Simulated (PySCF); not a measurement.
Values are calculated unless marked as measured or tabulated.
B3H5N3

B3H5N3 is a small molecule, neutral, doublet. The structure was relaxed in the gas phase by PBE0-D3(BJ)/def2-SVP. No frequency run checks that it is a minimum.

SMILES: [B]1NBNBN1

Coordinates in Å:
```
N1     -1.289    0.849    0.084
B2     -1.197   -0.522   -0.314
N3      0.104   -1.105   -0.362
B4      1.293   -0.387   -0.035
N5      1.146    0.981    0.356
B6     -0.131    1.597    0.416
H7     -2.200    1.287    0.127
H8     -2.185   -1.160   -0.597
H9      0.187   -2.074   -0.641
H10     2.381   -0.911   -0.084
H11     1.972    1.514    0.594
```

EPR values by unrestricted B3LYP, IGLO-III on B N, pcH-1 on H.

Predict g and the largest hyperfine couplings. Where does the spin sit?

g = 2.0012, 2.0020, 2.0024. The spin sits on B6 (98 %, bonded to 2 N) by Mulliken populations.
```tsv
atom	isotope	isotropic (MHz)	dipolar, principal values (MHz)
B6	11B	490.4	-39.2, -34.6, 73.8
H11	1H	26.2	-7.5, -5.7, 13.2
H7	1H	26.1	-7.5, -5.7, 13.2
B4	11B	19.3	-2.5, -2.2, 4.7
B2	11B	19.3	-2.5, -2.2, 4.7
N1	14N	15.7	-3.8, -1.6, 5.4
```

How do the isotropic couplings move with BHandHLYP?

B6 490.4 to 510.9 MHz, H11 26.2 to 24.9 MHz, H7 26.1 to 24.8 MHz, B4 19.3 to 19.9 MHz.
